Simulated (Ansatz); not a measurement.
Computed with Ansatz on PBE0-D4/def2-TZVP structures; ΔE is electronic, products minus reactants. CBS: MP2 limit from def2 TZ/QZ plus the TZ coupled-cluster correction, frozen cores. Functionals use def2-TZVPP. For Se outer-core shells are correlated without core-valence functions, which leaves a few kJ/mol of doubt a bond. Scalar relativity is left out up to krypton. One conformer a species, not always the lowest.

Consider the cleavage of the B–Si bond: `NB[SiH2][SeH]` + CH₃NH₂ → `CNBN` + `[SiH3][SeH]`.

```json
{"species": "`NB[SiH2][SeH]`", "ωB97X-V energy (Eh)": "-2774.06796"}
{"species": "CH₃NH₂", "ωB97X-V energy (Eh)": "-95.86508"}
{"species": "`CNBN`", "ωB97X-V energy (Eh)": "-176.76599"}
{"species": "`[SiH3][SeH]`", "ωB97X-V energy (Eh)": "-2693.20807"}
```

Problem. Work out ΔE.

Solution. ΔE = (-176.76599) + (-2693.20807) − (-2774.06796) − (-95.86508) = -0.04102 Eh = -107.7 kJ/mol. CCSD(T)/CBS gives -105.8 kJ/mol.

Largest T1 diagnostic among the species: 0.012.

In def2-TZVPP, CCSD(T) changes the Hartree–Fock value by +15.8 kJ/mol (the triples alone add +2.3 kJ/mol) and MP2 by +10.2 kJ/mol. From PBE to PBE0 (25 % exact exchange), in def2-TZVPP and without D4, ΔE moves by −4.6 kJ/mol.
